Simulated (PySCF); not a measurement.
**Circular dichroism: `FC1=CC[Si@H](F)[C@@H]1Cl`, C$_{4}$H$_{5}$ClF$_{2}$Si**

Cartesian coordinates in Å; atom numbers follow the order of the lines, from 1:
```xyz
13

F     1.196   -2.409   -0.127
C     0.535   -1.235   -0.078
C    -0.768   -1.149   -0.296
C    -1.402    0.207   -0.196
Si   -0.016    1.321    0.480
F     0.237    2.613   -0.442
C     1.334   -0.018    0.230
Cl    2.381    0.377   -1.196
H    -1.368   -2.011   -0.538
H    -1.748    0.526   -1.182
H    -2.289    0.156    0.436
H    -0.121    1.815    1.840
H     2.027   -0.195    1.051
```

Level of theory: TDDFT PBE0/def2-SVPD circular dichroism and optical rotation, one conformer, gas phase (PySCF 2.14.0). Geometry: GFN2-xTB.

(1) Assign R or S to each stereocentre.

(2) List the lowest 8 singlet excitations with oscillator and rotatory strengths.

Results:

(1) Si5 S, C7 R.

(2) Rotatory strengths R in 10⁻⁴⁰ esu² cm², velocity form and length form (origin at the centre of mass); f in length form.
```
state  E (eV)  λ (nm)      f  R (velocity)  R (length)                                  main
    1    5.69     218  0.027         -21.5       -23.8      HOMO−1→LUMO 0.59, HOMO→LUMO 0.37
    2    5.81     214  0.084         -59.0       -57.9      HOMO→LUMO 0.55, HOMO−1→LUMO 0.39
    3    6.24     199  0.001          -1.2        -1.0                      HOMO−2→LUMO 0.97
    4    6.88     180  0.070         -12.3        -8.6    HOMO→LUMO+1 0.80, HOMO→LUMO+3 0.10
    5    7.11     174  0.005         +18.6       +18.0                      HOMO→LUMO+2 0.88
    6    7.14     174  0.006          +1.0        +0.6                      HOMO−3→LUMO 0.86
    7    7.23     172  0.003          -1.4        -1.2  HOMO−1→LUMO+1 0.67, HOMO→LUMO+3 0.26
    8    7.28     170  0.090         -54.6       -54.0  HOMO→LUMO+3 0.58, HOMO−1→LUMO+1 0.24
```

Among the states computed, the strongest CD band (largest |R|) is state 2. The largest dissymmetry factor in size, g = 4R/(D+G), with D and G the electric and magnetic dipole strengths, is +0.035 for state 5 (velocity form, f = 0.006), among bands with |R| over 0.5. The mirror image has the same energies and oscillator strengths and all R with the opposite sign.
